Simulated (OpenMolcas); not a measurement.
**5d6 along the 74-electron sequence**

```json
{
 "Program": "OpenMolcas",
 "Method": "CASSCF",
 "Basis": "ANO-R3",
 "Scalar Hamiltonian": "X2C, finite nucleus",
 "Spin-orbit coupling": "state interaction with AMFI integrals over the reference wave functions, term energies averaged over their components"
}
```

Active space for each ion: 6 electrons in 5 orbitals (5d).

Computed levels in cm-1 above 5D4:

```
                               Level   Os2+   Ir3+   Pt4+   Au5+
                                 5D3   4538   5931   7487   9269
                                 5D1   7284   9189  11226  13470
                                 5D0   7755   9666  11626  13676
                                 3H6  18514  21158  23748  26413
                                 3H5  18718  21303  23824  26411
                              3F2(1)  23107  26423  29643  32942
                                 3G5  27181  31932  36775  41918
                                 3G4  28162  32640  37056  41605
                                 3D1  28348  32787  37061  41377
weight of 5D in the lowest level (%)     89     86     83     80
```

Mixed levels, with the weight of the term that names them: Os2+ 3H5 (59 %), Os2+ 3G5 (59 %), Os2+ 3G4 (68 %), Os2+ 3D1 (52 %), Ir3+ 3H5 (56 %), Ir3+ 3G5 (56 %), Ir3+ 3G4 (66 %), Ir3+ 3D1 (62 %), Pt4+ 3H5 (54 %), Pt4+ 3F2(1) (73 %), Pt4+ 3G5 (54 %), Pt4+ 3G4 (63 %), Pt4+ 3D1 (67 %), Au5+ 3H5 (52 %), Au5+ 3F2(1) (68 %), Au5+ 3G5 (52 %), Au5+ 3G4 (60 %), Au5+ 3D1 (70 %).

The fine-structure level 5D0 changes by a factor of 1.76 from Os2+ to Au5+. Its fourth root runs 9.38, 9.92, 10.38, 10.81, with steps per unit of Z of 0.53, 0.47, 0.43; equal steps would mean a (Z - σ)^4 law with constant σ.

3H6 changes by a factor of 1.43 over the same range, with steps per unit of Z of +2640, +2590, +2660 cm-1.

Without dynamic correlation excited terms often stand tens of per cent too high (terms of higher spin than the ground term too low), and those without a measured partner can miss by more than the paired ones. Configurations with an s electron lie low in 5d ions of this charge, fall among these levels and mix in, so low-spin terms can stand far too high, up to twice their true height, and weights are not those of the real levels (holds for Os2+). Only configurations of the active space appear.

A number in round brackets counts repeated terms of one configuration in the order of the reference energies.
